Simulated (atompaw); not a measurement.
# u(r) = r·R(r): atom against pseudo-atom (Mn)

Columns: radius, all-electron u(r) and pseudo u(r) of the 4s shell (level -5.54 eV) of manganese in the configuration [Ne] 3s2 3p6 3d5 4s1.5 4p0.5; PBE, non-relativistic, PAW (atompaw) scheme, atompaw 4.2.0.5.

```json
{"r (bohr)": "0.069", "all-electron": "0.0304", "pseudo": "0.0506"}
{"r (bohr)": "0.138", "all-electron": "-0.1267", "pseudo": "0.0991"}
{"r (bohr)": "0.208", "all-electron": "-0.1608", "pseudo": "0.1438"}
{"r (bohr)": "0.277", "all-electron": "-0.0937", "pseudo": "0.1817"}
{"r (bohr)": "0.346", "all-electron": "0.0134", "pseudo": "0.2120"}
{"r (bohr)": "0.415", "all-electron": "0.1184", "pseudo": "0.2336"}
{"r (bohr)": "0.485", "all-electron": "0.2012", "pseudo": "0.2458"}
{"r (bohr)": "0.554", "all-electron": "0.2519", "pseudo": "0.2477"}
{"r (bohr)": "0.623", "all-electron": "0.2723", "pseudo": "0.2393"}
{"r (bohr)": "0.692", "all-electron": "0.2664", "pseudo": "0.2209"}
{"r (bohr)": "0.762", "all-electron": "0.2391", "pseudo": "0.1924"}
{"r (bohr)": "0.831", "all-electron": "0.1969", "pseudo": "0.1558"}
{"r (bohr)": "0.900", "all-electron": "0.1442", "pseudo": "0.1122"}
{"r (bohr)": "0.969", "all-electron": "0.0853", "pseudo": "0.0632"}
{"r (bohr)": "1.038", "all-electron": "0.0231", "pseudo": "0.0103"}
{"r (bohr)": "1.108", "all-electron": "-0.0407", "pseudo": "-0.0463"}
{"r (bohr)": "1.177", "all-electron": "-0.1027", "pseudo": "-0.1041"}
{"r (bohr)": "1.246", "all-electron": "-0.1622", "pseudo": "-0.1623"}
{"r (bohr)": "1.315", "all-electron": "-0.2187", "pseudo": "-0.2187"}
{"r (bohr)": "1.385", "all-electron": "-0.2722", "pseudo": "-0.2722"}
{"r (bohr)": "1.454", "all-electron": "-0.3209", "pseudo": "-0.3209"}
{"r (bohr)": "1.523", "all-electron": "-0.3654", "pseudo": "-0.3654"}
{"r (bohr)": "1.592", "all-electron": "-0.4057", "pseudo": "-0.4057"}
{"r (bohr)": "1.662", "all-electron": "-0.4424", "pseudo": "-0.4424"}
{"r (bohr)": "1.731", "all-electron": "-0.4745", "pseudo": "-0.4745"}
{"r (bohr)": "1.800", "all-electron": "-0.5028", "pseudo": "-0.5028"}
```

How many radial nodes do the two functions have?

The all-electron 4s function has n − l − 1 = 3; the pseudo-wave has 1, since 1 lower shell of the same l stays in the valence.

At about which radius was the pseudo-wave matched?

1.30 bohr, where the columns begin to agree (steps of 0.07 bohr).

Is the pseudo-wave norm-conserving?

No, it belongs to a PAW set: the norm inside the radius is not constrained, and the difference is carried by the augmentation charge.
